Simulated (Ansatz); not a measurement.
Molecule: 2-bromofuran, C₄H₃BrO (charge 0, singlet). SMILES: o1c(Br)ccc1
Coordinates optimised at B3LYP-D3(BJ)/def2-TZVP (Ansatz, a first-principles code):
```xyz
9

Br     1.5034    -0.2805    -0.0023
C     -0.3076     0.1641    -0.0095
C     -0.9459     1.3561    -0.1091
C     -2.3436     1.0460    -0.0535
C     -2.4372    -0.2989     0.0743
O     -1.1885    -0.8581     0.1030
H     -0.4844     2.3223    -0.2085
H     -3.1634     1.7423    -0.1032
H     -3.2583    -0.9877     0.1545
```

Wanted: atomisation energy, in kcal/mol. Set-up: no dispersion term unless named; 6-31G* and kin with 6d, 5d where marked; UHF or UKS for open shells; atomisation electronic, to ground-state atoms; non-relativistic; spin-orbit terms left out; valence correlation only (noble-gas shells and the d and f shells of earlier blocks). First-principles rows: single points at B3LYP-D3(BJ) geometries (Ansatz). The Hartree-Fock reference of Brc1ccco1 is unstable towards a lower, spin-broken solution.

| species | coefficient | E at MP2/6-31G* (Ansatz), Eh | E at PBE/def2-TZVPD (Ansatz), Eh |
|---|---|---|---|
| Brc1ccco1 | -1 | -2800.94571 | -2803.00869 |
| Br atom | +1 | -2572.18061 | -2573.72119 |
| C atom | +4 | -37.73297 | -37.79605 |
| H atom | +3 | -0.49823 | -0.49962 |
| O atom | +1 | -74.88004 | -75.01069 |

 1 Eh = 627.5095 kcal/mol.

### Question
Compute it at each level from the table.

### Answer

- MP2/6-31G*: the sum of coefficient times E is 1.45849 Eh, or 915.22 kcal/mol. Result: 915.2 kcal/mol.
- PBE/def2-TZVPD: the sum of coefficient times E is 1.59375 Eh, or 1000.09 kcal/mol. Result: 1000.1 kcal/mol.
